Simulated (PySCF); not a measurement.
**CH3NO3Si**

The system: CH3NO3Si, a small molecule; neutral, singlet. The structure, one conformer, was relaxed in the gas phase by PBE0-D3(BJ)/def2-SVP. No frequency run checks that it is a minimum.

SMILES: N#C[Si](O)(O)O

Coordinates in Å:
```
O1      0.037    1.327   -1.159
Si2     0.219    0.199    0.009
O3      0.015    0.867    1.486
O4      1.686   -0.511   -0.102
C5     -1.089   -1.108   -0.230
N6     -1.904   -1.920   -0.380
H7     -0.788    1.819   -1.206
H8      0.109    0.310    2.264
H9      1.938   -0.939   -0.925
```

Shieldings: GIAO PBE0/pcSseg-2. Shifts are against computed references at the same level: C TMS (σ 184.1 ppm), H TMS (σ 31.24 ppm), Si TMS (σ 341.3 ppm). Core levels by delta-SCF with SCAN, pcX-2 on the ionised atom and pcseg-1 elsewhere, spin-free X2C (2p3/2 is the spin-free 2p value less a third of a first-order spin-orbit splitting); from the vacuum level, for chosen atoms.

Give the shieldings and core levels atom by atom.


| atoms | bonded to | σ (ppm) | δ (ppm) | core level (eV) |
| --- | --- | --- | --- | --- |
| O1 O3 O4 | 1 Si + 1 H | 267.6 | - | 1s 539.60 |
| Si2 | 1 C + 3 O | 420.8 | -79.5 | 2p3/2 109.42 |
| C5 | 1 N + 1 Si | 55.3 | 128.8 | 1s 292.04 |
| N6 | 1 C | -92.4 | - | 1s 405.57 |
| H7 H8 H9 | 1 O | 28.95 | 2.30 | - |

Values are those of this one static structure; atoms that internal rotation interchanges would show their mean in an NMR spectrum.

The core-hole states of C5, N6 are spin-contaminated (⟨S²⟩ 0.83, 0.83 against 0.75 for a pure doublet), so those values and differences from them are less sure.

By CAM-B3LYP/def2-SVPD (TDDFT singlets, Tamm-Dancoff triplets, ionisation by delta-SCF), where does absorption start, and what does vertical ionisation take?

The first singlet with intensity lies at 8.58 eV (f 0.006); what lies below it is dark. The lowest singlet lies at 7.07 eV (f 0.000), the strongest of the first 6 at 8.58 eV (f 0.006), the lowest triplet at 5.80 eV; vertical ionisation takes 12.69 eV.
